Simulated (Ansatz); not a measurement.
Calculation: Ansatz (a first-principles code) with frozen-core CCSD(T)/cc-pVTZ // B3LYP-D3(BJ)/def2-TZVP.

Ansatz 0.2 input:
```yaml
crystal:
  periodic: [false, false, false]
  atoms:
    - { symbol: S, position_ang: [1.303159, -0.917765, 0.089413] }
    - { symbol: C, position_ang: [-0.430202, -0.369315, 0.018253] }
    - { symbol: S, position_ang: [-0.714825, 1.422834, -0.114375] }
    - { symbol: H, position_ang: [1.693468, -0.33264, -1.055105] }
    - { symbol: H, position_ang: [-0.894487, -0.764919, 0.919275] }
    - { symbol: H, position_ang: [-0.934564, -0.805269, -0.841668] }
    - { symbol: H, position_ang: [-0.02255, 1.767075, 0.984209] }
basis:
  gaussian: { orbitals: cc-pVTZ }
correlation:
  method: ccsd_t
```

Output:

```
Functional definition: HF
866 factors; integrals over basis functions are off by at most 1.1e-3 eV
mean field evaluation 1: about -22728.2330 eV, gradient 1.7e1 eV
mean field evaluation 2: about -22728.4342 eV, gradient 1.7e1 eV
mean field evaluation 4: about -22729.6369 eV, gradient 1.7e0 eV
mean field evaluation 8: about -22729.6508 eV, gradient 1.9e-1 eV
mean field evaluation 16: about -22729.3054 eV, gradient 4.8e0 eV
mean field -22729.65098664 eV, -835.2992670481 hartree, gradient 1.8e-6 eV, S^2 0.000000; 0 other end points of the search recorded, 0 dependent functions left out
11 core orbitals not correlated
reference -22729.65098664 eV, -835.2992670481 hartree; 10, 10 occupied and 133, 133 virtual orbitals, 866 factors
second order -14.52093556 eV of doubles, -0.00000000 eV of singles
cycle   1  -15.28004748 eV  change   -7.6e-1 eV  update   8.2e-2
cycle   2  -15.68664762 eV  change   -4.1e-1 eV  update   2.4e-2
cycle   3  -15.74293181 eV  change   -5.6e-2 eV  update   9.5e-3
cycle   4  -15.74064414 eV  change    2.3e-3 eV  update   2.3e-3
cycle   5  -15.74035684 eV  change    2.9e-4 eV  update   8.6e-4
cycle   6  -15.74013829 eV  change    2.2e-4 eV  update   2.7e-4
cycle   7  -15.74010053 eV  change    3.8e-5 eV  update   1.2e-4
cycle   8  -15.74011116 eV  change   -1.1e-5 eV  update   3.6e-5
cycle   9  -15.74010724 eV  change    3.9e-6 eV  update   1.2e-5
perturbative correction -0.69956348 eV, -0.0257084836 hartree
Total energy: -22746.09065736 eV, -835.9034138038 hartree
```

Cost: about 29 core-seconds (a rough figure).
